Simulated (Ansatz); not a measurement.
Species: CH3Si, net charge 0, doublet state. It need not be the lowest isomer of its formula. 
Geometry from a B3LYP-D3(BJ)/def2-TZVP (Ansatz, a quantum-chemistry and plane-wave program) optimisation:
```
C
H 1 1.0812
H 1 1.0862 2 115.98
Si 1 1.7070 2 123.86 3 180.00
H 4 1.4946 1 121.17 2 -180.00
```
Charge 0, spin multiplicity 2.

Basis-set convergence of Hartree-Fock and CCSD(T) correlation energies (hartree) with Ansatz. Cores are frozen in the correlated levels unless marked. Open shells are spin-unrestricted. No spin-orbit coupling. No relativistic terms.

The UHF reference is spin-contaminated (<S^2> 0.44 over the pure value in the largest basis). The T1 diagnostic of CCSD in the largest basis is 0.068, which is high, so the coupled-cluster rows are less sure than usual.

```json
[
 {"basis": "def2-SVP", "functions": "47", "E(HF)": "-328.32778", "E(corr, CCSD(T))": "-0.24889"},
 {"basis": "def2-TZVPP", "functions": "115", "E(HF)": "-328.47400", "E(corr, CCSD(T))": "-0.30079"},
 {"basis": "def2-QZVPP", "functions": "217", "E(HF)": "-328.48458", "E(corr, CCSD(T))": "-0.31594"}
]
```

Extrapolating the two largest sets (X = 3 and 4) as X^-3: E(corr) = (64·(-0.31594) - 27·(-0.30079))/37 = -0.3270 Eh, an estimate of the basis-set limit. The largest set recovers 96.6 % of it, the smallest 76.1 %.
